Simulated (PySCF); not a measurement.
C₅H₉NSSi.
Cartesian coordinates in Å at the GFN2-xTB level; atoms count from 1:
```xyz
17
C5H9NSSi angstrom
C     -0.838    2.228   -0.386
N      0.019    1.070   -0.498
C     -0.316   -0.116    0.126
C     -1.651   -0.525    0.397
C     -1.718   -1.771    0.928
S     -0.170   -2.484    1.113
C      0.618   -1.066    0.476
Si     2.476   -1.012    0.314
H     -0.411    3.033   -0.981
H     -1.822    1.991   -0.790
H     -0.959    2.579    0.648
H      1.004    1.281   -0.425
H     -2.521    0.077    0.203
H     -2.591   -2.319    1.220
H      2.959    0.257    0.881
H      3.039   -2.138    1.054
H      2.875   -1.071   -1.096
```

Probes without a nucleus sit at each ring's centroid and 1 Å off its mean plane on both sides; NICS is minus the shielding there, NICSzz its component along the normal. Level: GIAO PBE0/pcSseg-1 (PySCF, non-relativistic, gas phase) on the GFN2-xTB geometry, one conformer.

Ring bond lengths (Å), with Mayer bond orders in brackets: C3–C4 1.422 (1.23), C4–C5 1.356 (1.57), C5–S6 1.714 (1.21), S6–C7 1.743 (1.11), C7–C3 1.378 (1.48).

Task: Give the NICS values of each ring in ppm.

Result: 
```tsv
ring	type	NICS(0)	NICS(1), two faces	NICS(1)zz, two faces	rms pucker (Å)	centre to ring atoms, mean (Å)
C3–C4–C5–S6–C7	5-membered ring with S; formal bonds all aromatic	-12.3	-10.5 / -10.8	-23.9 / -24.2	0.01	1.29
```

Task: What do they say, and how far can they be read as aromaticity?

Result: 
- C3–C4–C5–S6–C7: mean NICS(1)zz -24.1 ppm, shielded. For a flat ring without four-coordinate atoms the NICS criterion counts such a value as aromatic.

Task: And the bond-length index? Use HOMA with the parameters of Krygowski (1993).

Result: 
- C3–C4–C5–S6–C7: HOMA 0.77; the largest term is that of S6–C7, α(R − Ropt)² = 0.41. The geometric and the magnetic index point the same way.

Task: What field does 9.4 T along the ring normal induce along that normal at the second NICS(1) probe listed for ring C3–C4–C5–S6–C7, 1 Å off the ring?

Result: NICSzz × B0 = -24.2 ppm × 9.4 T = -227 μT, against the applied field.
